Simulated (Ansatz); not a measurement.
Cartesian coordinates in Å:
```
C 0.1539 0.7620 -1.2279
B -0.3231 -0.0806 -0.0033
O -1.6048 -0.4822 0.1024
C 0.6887 -0.4935 1.1533
Se 0.1808 -1.4407 2.5431
H -0.6504 0.9914 -1.9276
H 0.9448 0.2303 -1.7698
H 0.6086 1.7023 -0.8960
H -1.7336 -0.9967 0.9178
H 1.7351 -0.1923 1.1080
```

Total charge 0; spin multiplicity 1.

Question: List the PBE/def2-TZVPP orbital energies in eV (Ansatz). (An estimate is asked.)

Answer: Computed: Occupied: -12302.54, -1562.51, -1403.31, -1403.27, -1403.19, -510.76, -270.49, -268.32, -205.51, -177.46, -150.89, -150.77, -150.52, -54.00, -53.97, -53.78, -53.70, -53.67, -25.72, -19.22, -17.36, -14.71, -13.54, -11.52, -10.05, -10.02, -9.26, -8.96, -8.76, -7.67, -7.61, -5.53. Lowest empty: -4.21, 0.02, 0.13, 0.79, 1.13, 1.66, 2.12, 2.17.
